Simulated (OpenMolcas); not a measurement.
Ag2+ (d9) among equal point charges was computed by CASSCF with the d shell active (OpenMolcas, ANO-RCC-VDZP on the metal). Its lowest spin-free states, and all those of the highest spin:

| 2S+1 | Degeneracy | E (cm-1) |
| --- | --- | --- |
| 2 | 2 | 0.0 |
| 2 | 2 | 5373 |
| 2 | 1 | 8011 |

Q: Is the site octahedral, tetrahedral or cube-like, axial, or of lower symmetry?

A: The states with 2S+1 = 2 have orbital degeneracies 2, 2, 1. There are pairs but no triples, so the site is axial: not cubic, but with a proper or improper axis of order three or more. The run had Ag2+ among 6 point charges of -1.5 e arranged as a trigonal antiprism (D3d), 2.26 Å from the ion, with a polar angle of 64.0° against the regular 54.74°.

An orbital doublet at a regular site is open to a Jahn-Teller distortion, which this geometry leaves out. Point charges carry no covalency, so the field is a model and not that of real ligands. No measured value stands beside these numbers.
